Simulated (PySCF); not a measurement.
FGe, SMILES [F][Ge] (connectivity only; charge and spin as stated), charge +1, multiplicity 1.

Geometry optimised at PBE0-D3(BJ)/def2-TZVPD. The spin state was assumed, not searched.

Two levels are set side by side: PBE/def2-TZVPD (PySCF) and M06-2X/def2-TZVPD (PySCF). Same geometry, gas phase. Differences are taken from unrounded values.

| quantity | M06-2X |
|---|---|
| orbital gap (eV) | 10.04 |
| highest occupied level (eV) | -18.89 |
| lowest empty level (eV) | -8.85 |
| mean polarisability (bohr³) | 20.1 |

Q: What does PBE give, and how far is it from M06-2X? (An estimate is asked for; the answer gives what the named calculation found.)

A: 
| quantity | PBE | PBE minus M06-2X |
|---|---|---|
| orbital gap (eV) | 5.71 | -4.33 |
| highest occupied level (eV) | -16.50 | 2.39 |
| lowest empty level (eV) | -10.78 | -1.93 |
| mean polarisability (bohr³) | 19.9 | -0.2 |

Without exact exchange PBE keeps part of each electron's self-repulsion, which lifts occupied levels and narrows the gap. Differences between two approximate levels are no errors against the true value.

Rough cost on one machine, each run with all the roots and properties that it gave: M06-2X against PBE about 3 times.
